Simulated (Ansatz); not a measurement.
One change: `N[SiH2][O][SnH3]` becomes `N[SiH2][O][GeH3]`.

Ansatz, PBE0-D4/def2-TZVP geometries, multiplicity 1. Each molecule was computed in one conformer, which needn't be the lowest.

Elements past krypton have def2 core potentials. Scalar relativity is left out up to krypton.

```json
{"property": "HOMO energy (PBE/def2-TZVPP) / eV", "`N[SiH2][O][SnH3]`": "-6.19"}
{"property": "HOMO energy (B3LYP/def2-TZVPP) / eV", "`N[SiH2][O][SnH3]`": "-7.37"}
{"property": "HOMO energy (PBE0/def2-TZVPP) / eV", "`N[SiH2][O][SnH3]`": "-7.61"}
{"property": "LUMO energy (PBE/def2-TZVPP) / eV", "`N[SiH2][O][SnH3]`": "-1.15"}
{"property": "HOMO–LUMO gap (PBE0/def2-TZVPP) / eV", "`N[SiH2][O][SnH3]`": "7.26"}
{"property": "size of the dipole moment (ωB97M-V/def2-TZVPP) / D", "`N[SiH2][O][SnH3]`": "2.32"}
```

Q: What does the change do to each property? (Best estimate.)

A: Ansatz gave: 
| property | `N[SiH2][O][GeH3]` | shift |
| --- | --- | --- |
| HOMO energy (PBE/def2-TZVPP) / eV | -6.26 | -0.07 |
| HOMO energy (B3LYP/def2-TZVPP) / eV | -7.43 | -0.06 |
| HOMO energy (PBE0/def2-TZVPP) / eV | -7.70 | -0.09 |
| LUMO energy (PBE/def2-TZVPP) / eV | -0.60 | 0.55 |
| HOMO–LUMO gap (PBE0/def2-TZVPP) / eV | 7.97 | 0.71 |
| size of the dipole moment (ωB97M-V/def2-TZVPP) / D | 0.95 | -1.37 |

With PBE0 the HOMO falls by 0.09 eV and the LUMO rises by 0.62 eV, so the gap widens by about 0.71 eV. PBE moves the HOMO by -0.07 eV and ωB97M-V by -0.12 eV. Dipoles are sizes alone; their direction can turn.

B3LYP here is the variant with VWN-RPA as its local correlation; programs differ in this.
